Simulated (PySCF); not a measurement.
Computed IR spectrum (relative IR intensity) of a molecule C2H7GeN. Geometry: B3LYP-D3(BJ)/def2-SVP. The values are those of a single conformer. All values below come from B3LYP-D3(BJ)/def2-SVP (PySCF). Frequencies are harmonic and unscaled.

Lines under 2 % of the strongest are left out, and lines within 2 cm⁻¹ are merged.

| ν (cm⁻¹) | relative intensity |
|---|---|
| 164 | 13 |
| 180 | 8.3 |
| 456 | 18 |
| 512 | 42 |
| 557 | 85 |
| 588 | 64 |
| 681 | 29 |
| 715 | 7.1 |
| 810 | 89 |
| 848 | 44 |
| 927 | 14 |
| 982 | 19 |
| 1005 | 5.2 |
| 1035 | 7.2 |
| 1415 | 6.8 |
| 1553 | 10 |
| 1664 | 2.7 |
| 2123 | 72 |
| 2129 | 100 |
| 3104 | 11 |
| 3127 | 5.1 |
| 3193 | 8.4 |
| 3516 | 5.4 |
| 3607 | 6.5 |

Problem. Which molecule gave these data?
A) [CH2]1N[CH2][GeH2]1
B) C=[CH][GeH2][NH2]
C) C/C=[N]\[GeH3]
D) C[N](C)[GeH]

Solution. B, C=[CH][GeH2][NH2]
